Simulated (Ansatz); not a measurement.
A structure relaxed at r2SCAN-D4/def2-TZVPD in Ansatz, charge -1, singlet:

```xyz
3

In    0.017   -0.965   -1.319
P    -0.460   -0.260    1.197
P     0.443    1.225    0.122
```

**Question.** Give its formula and point group.

**Answer.** the cluster InP2⁻. Point group C2v (tolerance 0.1 Å).

**Question.** Summarise the bond lengths by kind (pairs closer than 1.2 times the sum of covalent radii, bridged metal pairs left out).

**Answer.** 2 × In–P 2.66 Å; 1 × P–P 2.04 Å.

In the def2 sets In takes a core potential; there is no spin–orbit coupling. The highest occupied level of the charge -1 singlet lies above zero (up to 0.56 eV). By energy differences its removal costs 1.69 eV (vertical, to the charge 0 doublet, at r2SCAN-D4/def2-TZVPD); a positive level beside a positive removal energy at the same level points to self-interaction error. The structure comes from a short search, and lower isomers may exist.
